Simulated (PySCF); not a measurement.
Si(I)(Me)(OH)2 (CH5IO2Si), SMILES C[Si](O)(O)I. Atoms are numbered in the order given.

```xyz
10

C      2.2558    -0.1324    -1.1812
Si     0.4586     0.3115    -1.1288
O     -0.4678    -0.4950    -2.2435
O      0.3451     1.9383    -1.3841
I     -0.4766    -0.2939     1.1109
H      2.8176     0.4528    -0.4379
H      2.6595     0.0885    -2.1826
H      2.3992    -1.2023    -0.9697
H     -1.0501    -1.1907    -1.9170
H     -0.5414     2.3122    -1.4611
```
Charge 0, spin multiplicity 1.

The structure is a stationary point at B3LYP-D3(BJ)/def2-SVP. This is a generated structure with no PubChem entry under its InChIKey; it may be hypothetical. The def2 effective core potentials stand for the cores of I; spin–orbit coupling is left out. The values are those of a single conformer.

The numbers are results of B3LYP-D3(BJ)/def2-SVP (PySCF), not measurements.

Frequencies are harmonic and unscaled.

```json
[
 {"mode": "1", "ν (cm⁻¹)": "87", "IR (km/mol)": "59.5", "moving atoms (share of kinetic energy)": "H 50 %, O 33 %, C 14 %"},
 {"mode": "2", "ν (cm⁻¹)": "140", "IR (km/mol)": "1.9", "moving atoms (share of kinetic energy)": "H 93 %"},
 {"mode": "3", "ν (cm⁻¹)": "169", "IR (km/mol)": "34.1", "moving atoms (share of kinetic energy)": "H 52 %, O 32 %"},
 {"mode": "4", "ν (cm⁻¹)": "176", "IR (km/mol)": "18.3", "moving atoms (share of kinetic energy)": "O 33 %, H 27 %, C 25 %"},
 {"mode": "5", "ν (cm⁻¹)": "212", "IR (km/mol)": "14.4", "moving atoms (share of kinetic energy)": "O 47 %, I 27 %, H 18 %"},
 {"mode": "6", "ν (cm⁻¹)": "241", "IR (km/mol)": "2.1", "moving atoms (share of kinetic energy)": "O 32 %, H 30 %, Si 20 %, C 18 %"},
 {"mode": "7", "ν (cm⁻¹)": "273", "IR (km/mol)": "47.6", "moving atoms (share of kinetic energy)": "H 58 %, O 24 %, Si 12 %"},
 {"mode": "8", "ν (cm⁻¹)": "336", "IR (km/mol)": "18.2", "moving atoms (share of kinetic energy)": "H 33 %, Si 28 %, O 24 %, C 11 %"},
 {"mode": "9", "ν (cm⁻¹)": "388", "IR (km/mol)": "145.2", "moving atoms (share of kinetic energy)": "Si 38 %, O 35 %, H 24 %"},
 {"mode": "10", "ν (cm⁻¹)": "695", "IR (km/mol)": "51.2", "moving atoms (share of kinetic energy)": "C 42 %, H 23 %, Si 20 %, O 15 %"},
 {"mode": "11", "ν (cm⁻¹)": "758", "IR (km/mol)": "94.1", "moving atoms (share of kinetic energy)": "H 73 %, O 17 %, C 10 %"},
 {"mode": "12", "ν (cm⁻¹)": "778", "IR (km/mol)": "68.6", "moving atoms (share of kinetic energy)": "H 65 %, O 23 %, C 11 %"},
 {"mode": "13", "ν (cm⁻¹)": "820", "IR (km/mol)": "156.5", "moving atoms (share of kinetic energy)": "H 75 %, O 13 %, C 10 %"},
 {"mode": "14", "ν (cm⁻¹)": "832", "IR (km/mol)": "350.2", "moving atoms (share of kinetic energy)": "H 61 %, O 16 %, Si 12 %, C 11 %"},
 {"mode": "15", "ν (cm⁻¹)": "913", "IR (km/mol)": "93.3", "moving atoms (share of kinetic energy)": "Si 36 %, H 33 %, O 28 %"},
 {"mode": "16", "ν (cm⁻¹)": "969", "IR (km/mol)": "133.8", "moving atoms (share of kinetic energy)": "Si 47 %, O 39 %, H 13 %"},
 {"mode": "17", "ν (cm⁻¹)": "1278", "IR (km/mol)": "28.0", "moving atoms (share of kinetic energy)": "H 77 %, C 23 %"},
 {"mode": "18", "ν (cm⁻¹)": "1424", "IR (km/mol)": "6.0", "moving atoms (share of kinetic energy)": "H 96 %"},
 {"mode": "19", "ν (cm⁻¹)": "1428", "IR (km/mol)": "1.5", "moving atoms (share of kinetic energy)": "H 96 %"},
 {"mode": "20", "ν (cm⁻¹)": "3040", "IR (km/mol)": "0.5", "moving atoms (share of kinetic energy)": "H 97 %"},
 {"mode": "21", "ν (cm⁻¹)": "3135", "IR (km/mol)": "1.5", "moving atoms (share of kinetic energy)": "H 91 %, C 9 %"},
 {"mode": "22", "ν (cm⁻¹)": "3148", "IR (km/mol)": "1.0", "moving atoms (share of kinetic energy)": "H 91 %, C 9 %"},
 {"mode": "23", "ν (cm⁻¹)": "3868", "IR (km/mol)": "109.0", "moving atoms (share of kinetic energy)": "H 94 %"},
 {"mode": "24", "ν (cm⁻¹)": "3880", "IR (km/mol)": "98.1", "moving atoms (share of kinetic energy)": "H 94 %"}
]
```
